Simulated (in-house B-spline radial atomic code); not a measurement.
Mo. Computed with a B-spline radial atomic code. Model: all-electron spherical atom, spin shells full or empty, radial basis limit, no spin-orbit coupling, Breit or QED, empty-state partial waves extrapolated as (l+1/2)^-4, RPA, G0W0 and static COHSEX of the highest shell as one setting changes (uncorrelated shells keep exact exchange).

Empty levels are discrete states of a finite basis, so the steps are uneven.

Given: element Mo; charge 0; filled core Kr; hamiltonian one-electron scalar X2C; mean-field start Hartree-Fock; highest l of empty states 9; nuclear rms radius 4.4091 fm; lowest nl shells left uncorrelated 8; highest mean-field shell 5s up; box radius 40 bohr.

Shell: 4d 5 0, 5s 1 0 (electrons up and down).

| highest empty level kept (hartree) | RPA correlation energy (hartree) | G0W0 level (eV) | G0W0 minus most complete (meV) | COHSEX level (eV) | linearised minus solved G0W0 (meV) |
| --- | --- | --- | --- | --- | --- |
| 1 | -0.048108 | -6.9879 | 301.8 | -7.5251 | -0.1 |
| 2 | ? | ? | ? | ? | ? |
| 3.5 | ? | ? | ? | ? | ? |
| 6 | -0.13552 | -7.2617 | 27.9 | -8.0564 | -0.3 |
| 10 | -0.14353 | -7.2765 | 13.1 | -8.0908 | -0.4 |
| 18 | -0.15019 | -7.2855 | 4.1 | -8.115 | -0.4 |
| 30 | -0.15233 | -7.288 | 1.7 | -8.1233 | -0.4 |
| 60 | -0.1531 | -7.2893 | 0.4 | -8.1275 | -0.4 |
| 120 | -0.15323 | -7.2895 | 0.1 | -8.1285 | -0.4 |
| 250 | -0.15327 | -7.2896 | 0 | -8.1288 | -0.4 |
| 600 | -0.15328 | -7.2896 | 0 | -8.1289 | -0.4 |
| 2000 | -0.15328 | -7.2896 | 0 | -8.1289 | -0.4 |

Task: What follows for highest empty level kept = 3.5?

Result: RPA correlation energy -0.12203 hartree; G0W0 level -7.2242 eV; G0W0 minus most complete 65.5 meV; COHSEX level -7.9702 eV; linearised minus solved G0W0 -0.3 meV.

Task: What follows for highest empty level kept = 2?

Result: RPA correlation energy -0.094298 hartree; G0W0 level -7.1566 eV; G0W0 minus most complete 133 meV; COHSEX level -7.8099 eV; linearised minus solved G0W0 -0.3 meV.
